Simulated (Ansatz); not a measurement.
Ansatz (a first-principles code) input (CCSD(T)/aug-cc-pVDZ):

Ansatz 0.2 input:
```yaml
crystal:
  periodic: [false, false, false]
  atoms:
    - {symbol: C, position_ang: [-0.37094151, -1.28834631, -0.92018301]}
    - {symbol: C, position_ang: [-0.51914686, -0.17547356, 0.08583648]}
    - {symbol: C, position_ang: [-1.18515388, 1.06845900, -0.44159281]}
    - {symbol: C, position_ang: [-1.03277760, -0.62065050, 1.43344844]}
    - {symbol: O, position_ang: [0.98218667, 0.31718171, 0.46628329]}
    - {symbol: C, position_ang: [1.95211309, 0.71384153, -0.56919916]}
    - {symbol: H, position_ang: [0.22243541, -2.11707280, -0.53214915]}
    - {symbol: H, position_ang: [-1.36835644, -1.67564932, -1.13548800]}
    - {symbol: H, position_ang: [0.04982948, -0.94255448, -1.86305866]}
    - {symbol: H, position_ang: [-0.77017957, 1.39117156, -1.39524358]}
    - {symbol: H, position_ang: [-2.23608303, 0.83096138, -0.61457200]}
    - {symbol: H, position_ang: [-1.13892185, 1.88375014, 0.27855568]}
    - {symbol: H, position_ang: [-2.06582177, -0.94848537, 1.31175241]}
    - {symbol: H, position_ang: [-1.02200504, 0.19364388, 2.15674095]}
    - {symbol: H, position_ang: [-0.47240333, -1.47272714, 1.82470180]}
    - {symbol: H, position_ang: [2.20024402, -0.13966782, -1.19335582]}
    - {symbol: H, position_ang: [1.48313868, 1.50748032, -1.13812391]}
    - {symbol: H, position_ang: [2.82083236, 1.09163723, -0.03803461]}
    - {symbol: H, position_ang: [1.37523806, -0.32692240, 1.07814909]}
basis:
  gaussian:
    orbitals: aug-cc-pVDZ
total_charge: 1
magnetization: {spin_polarized: false}
correlation: {method: ccsd_t, electrons: outside_noble_gas}
output: {forces: true}
```

End of the output:

```
mean field evaluation 1: about -7380.8956 eV, gradient 5.6e1 eV
mean field evaluation 2: about -7380.9305 eV, gradient 5.6e1 eV
mean field evaluation 4: about -7389.1418 eV, gradient 5.7e0 eV
mean field evaluation 8: about -7389.2487 eV, gradient 3.6e-1 eV
mean field evaluation 16: about -7389.0931 eV, gradient 5.7e0 eV
mean field -7389.24919927 eV, -271.5498994600 hartree, gradient 5.7e-6 eV, S^2 0.000000; 0 other end points of the search recorded, 0 dependent functions left out
6 core orbitals not correlated
reference -7389.24919927 eV, -271.5498994600 hartree; 19, 19 occupied and 230, 230 virtual orbitals, 2496 factors
densities: 15.08 GiB planned
second order -25.75483161 eV of doubles, -0.00000000 eV of singles
coupled cluster: 14.05 GiB planned
cycle   1  -27.02508697 eV  change    -1.3e0 eV  update   1.1e-1
cycle   2  -27.72237077 eV  change   -7.0e-1 eV  update   3.1e-2
cycle   3  -27.86031918 eV  change   -1.4e-1 eV  update   1.4e-2
cycle   4  -27.85845233 eV  change    1.9e-3 eV  update   3.2e-3
cycle   5  -27.85881751 eV  change   -3.7e-4 eV  update   1.2e-3
cycle   6  -27.85901128 eV  change   -1.9e-4 eV  update   4.2e-4
cycle   7  -27.85882029 eV  change    1.9e-4 eV  update   1.7e-4
cycle   8  -27.85881880 eV  change    1.5e-6 eV  update   6.2e-5
cycle   9  -27.85882425 eV  change   -5.5e-6 eV  update   2.0e-5
cycle  10  -27.85881203 eV  change    1.2e-5 eV  update   7.0e-6
perturbative correction -0.90527081 eV, -0.0332680887 hartree
the calculation of the forces begins
1.29 GiB of device memory are held for the factors and their scratch space
Total energy: -7418.01328211 eV, -272.6069600075 hartree
Atom 0 at    -0.370942    -1.288346    -0.920183 Å, force     0.029499    -0.015121    -0.017849 eV/Å
Atom 1 at    -0.519147    -0.175474     0.085836 Å, force     0.421574     0.066181     0.028467 eV/Å
Atom 2 at    -1.185154     1.068459    -0.441593 Å, force     0.046277     0.049672    -0.002629 eV/Å
Atom 3 at    -1.032778    -0.620650     1.433448 Å, force     0.030415     0.007070     0.030029 eV/Å
Atom 4 at     0.982187     0.317182     0.466283 Å, force    -0.453348     0.147493     0.301363 eV/Å
Atom 5 at     1.952113     0.713842    -0.569199 Å, force    -0.031117    -0.118984    -0.051913 eV/Å
Atom 6 at     0.222435    -2.117073    -0.532149 Å, force     0.275665    -0.349693     0.188425 eV/Å
Atom 7 at    -1.368356    -1.675649    -1.135488 Å, force    -0.451843    -0.143947    -0.074940 eV/Å
Atom 8 at     0.049829    -0.942554    -1.863059 Å, force     0.198867     0.174417    -0.416609 eV/Å
Atom 9 at    -0.770180     1.391172    -1.395244 Å, force     0.202668     0.134909    -0.423144 eV/Å
Atom 10 at    -2.236083     0.830961    -0.614572 Å, force    -0.455296    -0.143160    -0.065823 eV/Å
Atom 11 at    -1.138922     1.883750     0.278556 Å, force     0.033072     0.353468     0.329871 eV/Å
Atom 12 at    -2.065822    -0.948485     1.311752 Å, force    -0.456211    -0.139383    -0.092384 eV/Å
Atom 13 at    -1.022005     0.193644     2.156741 Å, force     0.020457     0.370943     0.313069 eV/Å
Atom 14 at    -0.472403    -1.472727     1.824702 Å, force     0.262784    -0.364441     0.158799 eV/Å
Atom 15 at     2.200244    -0.139668    -1.193356 Å, force     0.109767    -0.392592    -0.276641 eV/Å
Atom 16 at     1.483139     1.507480    -1.138124 Å, force    -0.248041     0.369815    -0.247003 eV/Å
Atom 17 at     2.820832     1.091637    -0.038035 Å, force     0.372542     0.156177     0.251345 eV/Å
Atom 18 at     1.375238    -0.326922     1.078149 Å, force     0.092268    -0.162825     0.067566 eV/Å
Dipole moment:     0.453456    -0.054298     0.036427 e Å
```

It need not be the lowest isomer of its formula.
